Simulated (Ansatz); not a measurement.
**Changing the shape of ZnH2, singlet**

Calculated in Ansatz's Gaussian-basis code. Basis cc-pVTZ, nonrelativistic, no frozen core; active space CAS(2,2). Restricted Hartree–Fock, then the lowest state-specific CASSCF solution met for each case. Single-reference values can break down or jump between states where bonds are stretched. Solutions in different active orbitals can move differences by tenths of an eV and at times more than 1 eV.

Case A:

```json
{"atom": "Zn", "x (Å)": "0.0000", "y (Å)": "0.0000", "z (Å)": "0.0000"}
{"atom": "H", "x (Å)": "0.0000", "y (Å)": "0.0000", "z (Å)": "1.6830"}
{"atom": "H", "x (Å)": "0.0000", "y (Å)": "0.0000", "z (Å)": "-1.6830"}
```

Case B:

```xyz
3

Zn    0.0000    0.0000    0.0000
H     0.0000    0.0000    1.5300
H     0.0000    0.0000   -1.5300
```

Energy less that of case A, in eV:

| case | RHF/ROHF | CASSCF |
| --- | --- | --- |
| B | -0.105 | -0.050 |

Question: Give the SC-NEVPT2 energies against case A.

Answer: B: -0.312 eV (-7.2 kcal/mol).
